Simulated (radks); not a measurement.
Polarisability of the titanium ion Ti2+, [Ar] 3d2, at imaginary frequency. Calculated with a radial shooting solver on a logarithmic mesh with Libxc functionals: scalar-relativistic Kohn-Sham, LB94 model potential, spin-unpolarised, spherical densities, finite nucleus; Fermi nuclear charge, rms radius 3.5921 fm. Response by self-consistent Sternheimer equations with the Hartree and adiabatic LDA kernel, the relativistic mass of each level held fixed and spin-orbit coupling left out.

| w (hartree) | alpha1(iw) (bohr^3) |
|---|---|
| 0.00266 | 4.448 |
| 0.0143 | 4.445 |
| 0.0360 | 4.430 |
| 0.0697 | 4.383 |
| 0.118 | 4.272 |
| 0.186 | 4.061 |
| 0.280 | 3.732 |
| 0.413 | 3.303 |
| 0.605 | 2.805 |
| 0.892 | 2.247 |
| 1.35 | 1.631 |
| 2.12 | 1.007 |
| 3.59 | 0.4912 |
| 6.94 | 0.1742 |
| 17.5 | 0.03797 |

Static values: alpha1 = 4.448 bohr^3 (0.6591 angstrom^3; uncoupled 5.802). C6 = 13.63, triple-dipole C9 = 40.14 atomic units. One-pole (London) frequency 4 C6 / (3 alpha1^2) = 0.918 hartree, against 1.008 for minus the highest occupied eigenvalue.
